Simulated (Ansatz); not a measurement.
Consider the ligand exchange at the Si–O bond: `CO[SiH](O)O` + H–F → `CO[SiH](O)F` + H₂O.

Gas-phase electronic energies from Ansatz, PBE0-D4/def2-TZVP geometries. CCSD(T)/CBS is the MP2 limit (def2-TZVPP, def2-QZVPP) plus CCSD(T) − MP2 in def2-TZVPP, frozen cores. This one scheme is used for every species. Each species was taken in one conformer, which may not be the lowest.

```json
{"species": "`CO[SiH](O)O`", "MP2/def2-QZVPP energy (Eh)": "-556.28426"}
{"species": "H–F", "MP2/def2-QZVPP energy (Eh)": "-100.36692"}
{"species": "`CO[SiH](O)F`", "MP2/def2-QZVPP energy (Eh)": "-580.31814"}
{"species": "H₂O", "MP2/def2-QZVPP energy (Eh)": "-76.34932"}
```

(1) Work out ΔE.

Largest T1 diagnostic among the species: 0.011.

Results:

(1) ΔE = (-580.31814) + (-76.34932) − (-556.28426) − (-100.36692) = -0.01628 Eh = -10.2 kcal/mol. CCSD(T)/CBS gives -10.6 kcal/mol.

In def2-TZVPP, CCSD(T) changes the Hartree–Fock value by +2.0 kcal/mol (the triples alone add +0.3 kcal/mol) and MP2 by +2.3 kcal/mol. Leaving LDA and LC-ωPBE aside and taking each functional with its dispersion term where it has one, the values, not all of them listed here, spread over 1.6 kcal/mol, from B97M-V to revPBE-D4. LDA lies +1.2 kcal/mol from PBE without D4.
